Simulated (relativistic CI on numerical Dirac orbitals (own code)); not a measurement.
# Hyperfine structure of Mo XXXVIII, mass number 95

Calculated at this level of theory: Dirac-Coulomb-Breit CI, separate exchange-only KLI orbitals for each configuration, model QED (radiative potential, 1s self-energy scaled to tabulated hydrogen-like ionisation energies), unscaled Slater integrals (own radial code, finite nucleus).

Configurations in the expansion (outside the closed core 1s2): 2s²2p, 2s2p², 2p³, 2p²3s, 2p²3p, 2p²3d, 2s²3s, 2s²3p, 2s²3d, 2s2p3s, 2s2p3p, 2s2p3d, 2s²4s, 2s²4p, 2s²4d, 2s²4f. Levels of other configurations are missing.

Nuclear spin I = 5/2, μ = -0.9132 μN, Q = -0.022 b (tables of Stone and Pyykkö). The electronic factors are computed for point nuclear moments, without core polarisation or the Bohr-Weisskopf and QED corrections.

```
       Level  E (cm⁻¹)  A (GHz)  B (GHz)
2s²2p ²P°1/2         0   -299.6         
 2s2p² ⁴P1/2    894351   -831.3         
2s²2p ²P°3/2    963723    -51.8    -5.75
 2s2p² ⁴P3/2   1602047   -243.8    -4.59
 2s2p² ⁴P5/2   1791712   -272.2    -1.45
 2s2p² ²D3/2   2109577    4.045    -4.82
 2s2p² ²P1/2   2153885    184.6         
 2s2p² ²D5/2   2724163   -236.5     -4.3
```

Levels with J = 0, under 50 % of one LS term, or S terms without an open s electron are left out. Small factors come from cancelling terms and can be off by tens of per cent or more.

At this charge energies of transitions that change n are usually good to better than 1 %, and those within a shell (Δn = 0) to a few per cent.

Problem. Give the hyperfine levels of 2s²2p ²P°1/2 relative to its centre of gravity.

Solution. With K = F(F + 1) − I(I + 1) − J(J + 1), E = AK/2: F = 2: 524.3, F = 3: -374.5 GHz.

LS names give the leading component of a level, which can be under half, so a name can repeat, a term be missing and a line seem to break the LS rules.
